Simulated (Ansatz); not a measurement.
`BC(B)[SiH3]` + `C[SeH]` → `C[Se][SiH3]` + `BCB` at 500 K and 1 bar (ligand exchange at the Si–C bond).

Computed with Ansatz on PBE0-D4/def2-TZVP structures; ΔE is electronic, products minus reactants. CBS: MP2 limit from def2 TZ/QZ plus the TZ coupled-cluster correction, frozen cores. For Se outer-core shells are correlated without core-valence functions, which leaves a few kJ/mol of doubt a bond. Scalar relativity is left out up to krypton.

```tsv
species	CCSD(T)/CBS energy (Eh)	H − E (kJ/mol)	S (J/(mol·K))
`BC(B)[SiH3]`	-381.50288	268.8	397.7
`C[SeH]`	-2441.15625	142.1	299.3
`C[Se][SiH3]`	-2731.45956	203.8	380.5
`BCB`	-91.21084	211.3	329.6
```

H − E and S are ideal-gas, rigid-rotor, harmonic terms from PBE0-D4/def2-TZVP, for one conformer and one mirror image of each species. 1 Eh = 2625.50 kJ/mol, R = 8.31446 J/(mol·K).

Question: By hand: ΔE, ΔH, ΔS and ΔG.

Answer: ΔE = (-2731.45956) + (-91.21084) − (-381.50288) − (-2441.15625) = -0.01127 Eh = -29.6 kJ/mol. Δ(H − E) = 203.8 + 211.3 − 268.8 − 142.1 = 4.2, so ΔH = -25.4 kJ/mol. ΔS = 380.5 + 329.6 − 397.7 − 299.3 = 13.1 J/(mol·K). ΔG = -25.4 − 500 × (13.1)/1000 = -31.9 kJ/mol.

Question: By hand: the equilibrium constant, and the temperature at which ΔG would vanish if ΔH and ΔS stayed fixed.

Answer: log₁₀ K = −ΔG/(RT ln 10) = 3.3. ΔH and −TΔS have one sign here, so there is no such temperature.

The number of gas molecules stays the same, so ΔS is small and ΔH decides. A doubt of 5 kJ/mol in ΔE shifts log₁₀ K by 0.5 here. Other conformers and mirror images would add mixing entropy, several J/(mol·K) or more a flexible species. These are equilibria of isolated gas molecules and say nothing of rates. Largest T1 diagnostic: 0.012 (customary marks: 0.02 for closed shells, 0.045 for open ones).
